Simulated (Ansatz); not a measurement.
Consider the redistribution: `O[SiH2]CS` + `CC[SiH2]SC` → `CC[SiH2]CS` + `CS[SiH2]O`.

Program: Ansatz. Geometries: PBE0-D4/def2-TZVP. ΔE: electronic, gas phase. CBS: MP2 limit from def2 TZ/QZ plus the TZ coupled-cluster correction, frozen cores. Functionals use def2-TZVPP. B3LYP here is the variant with VWN-RPA as its local correlation; programs differ in this. Each species was taken in one conformer, which may not be the lowest.

```json
{"level": "PBE-D4", "ΔE (kJ/mol)": "0.3", "difference from CCSD(T)/CBS": "0.3"}
{"level": "ωB97X-V", "ΔE (kJ/mol)": "0.0", "difference from CCSD(T)/CBS": "0.0"}
{"level": "ωB97M-V", "ΔE (kJ/mol)": "0.3", "difference from CCSD(T)/CBS": "0.3"}
{"level": "PBE", "ΔE (kJ/mol)": "0.4", "difference from CCSD(T)/CBS": "0.4"}
{"level": "PBE0", "ΔE (kJ/mol)": "0.8", "difference from CCSD(T)/CBS": "0.8"}
{"level": "B3LYP", "ΔE (kJ/mol)": "-0.2", "difference from CCSD(T)/CBS": "-0.2"}
{"level": "SCS-MP2/def2-TZVPP", "ΔE (kJ/mol)": "-0.3", "difference from CCSD(T)/CBS": "-0.3"}
{"level": "HF/def2-QZVPP", "ΔE (kJ/mol)": "-0.1", "difference from CCSD(T)/CBS": "-0.1"}
{"level": "MP2/def2-QZVPP", "ΔE (kJ/mol)": "0.0", "difference from CCSD(T)/CBS": "0.0"}
{"level": "CCSD/CBS(def2)", "ΔE (kJ/mol)": "-0.1", "difference from CCSD(T)/CBS": "-0.1"}
{"level": "CCSD(T)/CBS", "ΔE (kJ/mol)": "0.0", "difference from CCSD(T)/CBS": "0"}
```

Largest T1 diagnostic among the species: 0.011.
